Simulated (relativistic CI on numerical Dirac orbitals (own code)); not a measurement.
**Mn⁶⁺: resonant inelastic scattering at the M2,3 edge**

Computed with this model: Dirac-Coulomb-Breit CI, orbitals from a KLI potential per configuration, model QED, Kramers-Heisenberg scattering through one core-hole configuration in a parametric crystal field, unscaled Slater integrals; configurations [Ar] 3d → [Ne] 3s2 3p5 3d2; 10 K; core-hole width 1.2 eV; summed over polarisations. Incident energies are the highest absorption maxima for each field (at most a few, so the weaker spin-orbit partner edge can be absent), on the computed scale of the free ion. Intensities are in per cent of the strongest line above 0.02 eV; levels within 1 cm⁻¹ are merged; final levels count from the ground level, the first row holds all elastic scattering, lines under 0.4 are left out and each table stops after 24 rows. The scale of the Slater integrals is a model choice and moves the terms in proportion.

Field parameters in Wybourne normalisation: Oh B⁴₀ = 21Dq, B⁴₄ = √(5/14) B⁴₀. The field is a parameter set, without covalency.

S is read from ⟨S²⟩ = S(S + 1).

Oh, 10Dq = 14800 cm⁻¹:

```csv
Final level (eV),Degeneracy,Irrep,S,64.6 eV,71.4 eV,72.8 eV
0.000,4,Γ8,0.50,182.9,307.0,84.5
0.100,2,Γ7,0.50,9.0,84.2,16.2
1.874,4,Γ8,0.50,56.0,54.5,100.0
```

Oh, 10Dq = 15700 cm⁻¹:

```
Final level (eV)  Degeneracy  Irrep     S  64.7 eV  71.3 eV  72.9 eV
           0.000           4     Γ8  0.50    184.1    307.3     78.7
           0.100           2     Γ7  0.50     10.4     78.4     15.0
           1.985           4     Γ8  0.50     57.5     63.9    100.0
```

For the first field the strongest loss at the lowest incident energy is the level at 1.87 eV (S = 0.50, against 0.50 in the thermal ground state).
